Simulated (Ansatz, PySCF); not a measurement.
Ge(Br)(OMe) (CH3BrGeO), SMILES C[O][Ge][Br] (connectivity only; charge and spin as stated), neutral, multiplicity 1. Atoms are numbered in the order given.

```xyz
7

Ge     0.2466    -0.6516     0.8411
Br     0.4822     1.0985    -0.7586
O     -1.3045    -1.3489     0.3675
C     -2.2456    -1.0695    -0.6340
H     -1.9398    -0.2190    -1.2661
H     -2.3770    -1.9584    -1.2724
H     -3.2176    -0.8362    -0.1693
```

Geometry: PBE0-D3(BJ)/def2-SVP. The structure was generated by enumeration; whether it is a known compound was not checked. One conformer was computed; it need not be the lowest.

Two levels are set side by side: PBE-D3(BJ)/def2-SVP (Ansatz, a program for electronic structure) and PBE0-D3(BJ)/def2-SVP (Ansatz). Each level has its own optimised geometry; the coordinates shown are those of the second. Frequencies come from the Hessian of PySCF at each geometry. Differences are taken from unrounded values.

| quantity | PBE0-D3(BJ) | PBE-D3(BJ) | PBE-D3(BJ) minus PBE0-D3(BJ) |
|---|---|---|---|
| mean bond length (Å) | 1.476 | 1.492 | 0.015 |
| bond Ge1–Br2 (Å) | 2.383 | 2.405 | 0.022 |
| bond Ge1–O3 (Å) | 1.765 | 1.794 | 0.029 |
| bond O3–C4 (Å) | 1.402 | 1.416 | 0.014 |
| bond C4–H5 (Å) | 1.103 | 1.112 | 0.009 |
| bond C4–H6 (Å) | 1.102 | 1.111 | 0.009 |
| bond C4–H7 (Å) | 1.102 | 1.111 | 0.009 |
| highest harmonic wavenumber (cm⁻¹) | 3133 | 3030 | -103 |
| mean harmonic wavenumber (cm⁻¹) | 1251 | 1204 | -46 |
| zero-point energy (kcal/mol) | 26.82 | 25.83 | -0.99 |

GGA bonds tend to be longer and softer than those of functionals with exact exchange. Differences between two approximate levels are no errors against the true value.
